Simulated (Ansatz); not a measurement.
Computed with Ansatz on PBE0-D4/def2-TZVP structures; ΔE is electronic, products minus reactants. CCSD(T)/CBS adds triple-zeta CCSD(T) − MP2 to the extrapolated MP2 energy (def2 sets, frozen cores). This one scheme is used for every species. Functionals use def2-TZVPP. def2 core potentials past Kr. For Sn outer-core shells are correlated without core-valence functions, which leaves a few kJ/mol of doubt a bond. One conformer a species, not always the lowest.

Consider the ligand exchange at the Sn–S bond: `[SH][Sn]([SH])([SH])[SH]` + H–F → `[F][Sn]([SH])([SH])[SH]` + H₂S.

```csv
species,B97M-V energy (Eh)
`[SH][Sn]([SH])([SH])[SH]`,-1809.24851
H–F,-100.45017
`[F][Sn]([SH])([SH])[SH]`,-1510.39994
H₂S,-399.30186
```

(1) Work out ΔE.

(2) What do rigid-rotor, harmonic-oscillator terms from PBE0-D4/def2-TZVP frequencies (298.15 K, 1 bar) make of the CCSD(T)/CBS value? (Best estimate.)

Largest T1 diagnostic among the species: 0.013.

Results:

(1) ΔE = (-1510.39994) + (-399.30186) − (-1809.24851) − (-100.45017) = -0.00312 Eh = -8.2 kJ/mol. CCSD(T)/CBS gives +11.3 kJ/mol.

(2) Ansatz gave: ΔZPE = -4.1 kJ/mol, ΔH = +5.6 kJ/mol, ΔS = 9 J/(mol·K), ΔG = +2.9 kJ/mol.

At CCSD(T), def2-SVP lies −16.0 kJ/mol from the extrapolated value and def2-TZVPP −1.8 kJ/mol. In def2-TZVPP, CCSD(T) changes the Hartree–Fock value by +16.6 kJ/mol (the triples alone add +2.7 kJ/mol) and MP2 by +27.1 kJ/mol.
